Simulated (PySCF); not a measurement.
# Pt: interval between two levels

Pt [Xe] 4f14 5d9 6s1 [3D3, M_J = 3] → Pt [Xe] 4f14 5d9 6p1 [3F4, M_J = 4], as a difference of total energies. Calculation: PySCF 2.14, in x2c-TZVPall-2c with one added diffuse shell each of s, p, d type (12s12p11d2f, 117 functions); the two-component X2C-1e Hamiltonian. Correlated levels: [Kr] 4d10 4f14 frozen; the 34 highest virtual spinors dropped. "Screened" scales the spin-orbit matrix elements by Boettger's factors to mimic the two-electron term; Breit and QED terms are absent.

| method | interval between two levels (cm⁻¹) |
| --- | --- |
| GHF (screened spin-orbit) | 28739 |
| GMP2 (screened spin-orbit) | 38373 |

Errors of the correlated levels include the incompleteness of this basis and the frozen core.

The labels give the starting determinants; with spin-orbit coupling the two ends relaxed to ⟨J²⟩ = 12.04, ⟨L²⟩ = 6.20, ⟨S²⟩ = 2.18 and ⟨J²⟩ = 28.24, ⟨L²⟩ = 14.77, ⟨S²⟩ = 4.51.

The determinant of the upper state mixes levels of different J (the jj label is only the starting occupation), so the difference between spin-free and spin-orbit rows is not the physical spin-orbit shift.

For comparison: 37591 cm⁻¹ (measured; NIST Handbook of Basic Atomic Spectroscopic Data (Sansonetti and Martin, J. Phys. Chem. Ref. Data 34, 1559 (2005))).
